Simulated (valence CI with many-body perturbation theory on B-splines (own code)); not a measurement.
Ti XVIII: calculated level list

Method: valence CI with perturbative core correlation (CI+MBPT): three valence electrons over a frozen Dirac-Fock core [He], a basis of 11 s, 11 p, 9 d, 7 f, 5 g, 2 h, 1 i functions for each j, with the one-electron correlation potential Σ1, the two-electron term Σ2, the three-electron term Σ3, Breit, model QED; selected CI, second order for the rest (own B-spline code, finite nucleus).

No measured spectrum was set against this ion. As an estimate, levels of excited configurations hold to 0.05 to 0.15 % of their energy, terms of the ground configuration to about 0.5 %.

Levels 46 to 84 of 84, with energies above the lowest level, 2s2 2p 2P°_1/2. "Leading %" is the weight of the configuration and term that name the level; weights of strongly mixed levels are sums over their largest components and can fall short.

| No. | Configuration | Term | J | E (eV) | Leading % | g | Second component |
| --- | --- | --- | --- | --- | --- | --- | --- |
| 46 | 2s 2p 3d | 4D° | 1/2 | 758.74 | 84 | 0.201 | 7 % 2s 2p 3s 2P° |
| 47 | 2s 2p 3d | 4F° | 9/2 | 759.30 | 100 | 1.332 |  |
| 48 | 2s 2p 3d | 2D° | 3/2 | 760.78 | 77 | 0.854 | 7 % 2s 2p 3d 4D° |
| 49 | 2s 2p 3d | 2D° | 5/2 | 761.80 | 57 | 1.217 | 27 % 2s 2p 3d 4D° |
| 50 | 2s 2p 3d | 4D° | 7/2 | 762.55 | 87 | 1.404 | 11 % 2s 2p 3d 4F° |
| 51 | 2s 2p 3d | 4P° | 5/2 | 763.93 | 53 | 1.460 | 34 % 2s 2p 3d 4D° |
| 52 | 2s 2p 3d | 4P° | 3/2 | 764.32 | 76 | 1.605 | 22 % 2s 2p 3d 4D° |
| 53 | 2s 2p 3d | 4P° | 1/2 | 764.64 | 93 | 2.511 | 6 % 2s 2p 3d 4D° |
| 54 | 2s 2p 3d | 2F° | 5/2 | 768.52 | 87 | 0.904 | 9 % 2s 2p 3d 2D° |
| 55 | 2s 2p 3d | 2P° | 3/2 | 771.90 | 90 | 1.308 |  |
| 56 | 2s 2p 3d | 2F° | 7/2 | 772.49 | 99 | 1.144 |  |
| 57 | 2s 2p 3d | 2P° | 1/2 | 774.24 | 96 | 0.664 |  |
| 58 | 2s 2p 3p | 2P | 1/2 | 776.08 | 85 | 0.717 | 9 % 2p2 3s 2P |
| 59 | 2s 2p 3p | 2D | 3/2 | 776.38 | 68 | 0.954 | 26 % 2s 2p 3p 2P |
| 60 | 2s 2p 3p | 2D | 5/2 | 777.43 | 93 | 1.202 |  |
| 61 | 2s 2p 3p | 2P | 3/2 | 778.05 | 62 | 1.181 | 27 % 2s 2p 3p 2D |
| 62 | 2s 2p 3p | 2S | 1/2 | 781.57 | 84 | 2.000 | 5 % 2p2 3s 4P |
| 63 | 2p2 3s | 4P | 1/2 | 785.27 | 89 | 2.569 | 6 % 2s 2p 3p 2S |
| 64 | 2p2 3s | 4P | 3/2 | 788.10 | 97 | 1.721 |  |
| 65 | 2p2 3s | 4P | 5/2 | 791.28 | 91 | 1.567 | 7 % 2p2 3s 2D |
| 66 | 2s 2p 3d | 2F° | 7/2 | 792.57 | 94 | 1.144 | 5 % 2p2 3p 2F° |
| 67 | 2s 2p 3d | 2F° | 5/2 | 792.76 | 92 | 0.861 | 5 % 2p2 3p 2F° |
| 68 | 2s 2p 3d | 2D° | 3/2 | 794.26 | 97 | 0.804 |  |
| 69 | 2s 2p 3d | 2D° | 5/2 | 795.03 | 96 | 1.195 |  |
| 70 | 2p2 3s | 2P | 1/2 | 795.27 | 82 | 0.729 | 14 % 2s 2p 3p 2P |
| 71 | 2s 2p 3d | 2P° | 1/2 | 797.11 | 86 | 0.691 | 4 % 2p2 3p 4D° |
| 72 | 2s 2p 3d | 2P° | 3/2 | 797.82 | 94 | 1.333 |  |
| 73 | 2p2 3s | 2P | 3/2 | 798.09 | 59 | 1.172 | 28 % 2p2 3s 2D |
| 74 | 2p2 3p | 4D° | 1/2 | 799.17 | 45 | 0.916 | 28 % 2p2 3p 2S° |
| 75 | 2p2 3p | 2S° | 1/2 | 801.44 | 46 | 1.141 | 45 % 2p2 3p 4D° |
| 76 | 2p2 3p | 4D° | 3/2 | 801.73 | 85 | 1.253 | 9 % 2p2 3p 4P° |
| 77 | 2p2 3s | 2D | 5/2 | 803.89 | 87 | 1.229 | 8 % 2p2 3s 4P |
| 78 | 2p2 3p | 4D° | 5/2 | 804.59 | 90 | 1.380 | 7 % 2p2 3p 4P° |
| 79 | 2p2 3s | 2D | 3/2 | 804.92 | 66 | 0.966 | 26 % 2p2 3s 2P |
| 80 | 2p2 3p | 4P° | 3/2 | 805.13 | 51 | 1.369 | 32 % 2p2 3p 2D° |
| 81 | 2p2 3p | 4P° | 1/2 | 806.04 | 79 | 2.454 | 14 % 2p2 3p 2S° |
| 82 | 2p2 3p | 4P° | 5/2 | 807.01 | 55 | 1.415 | 37 % 2p2 3p 2D° |
| 83 | 2p2 3p | 4D° | 7/2 | 807.67 | 91 | 1.405 | 7 % 2p2 3p 2F° |
| 84 | 2p2 3p | 2D° | 3/2 | 807.95 | 65 | 1.110 | 29 % 2p2 3p 4P° |

Names give the largest LS component (configuration and term), which can be under half, so a name can repeat, a term be missing and a line seem to break the LS rules; names also repeat where a configuration has a term twice.
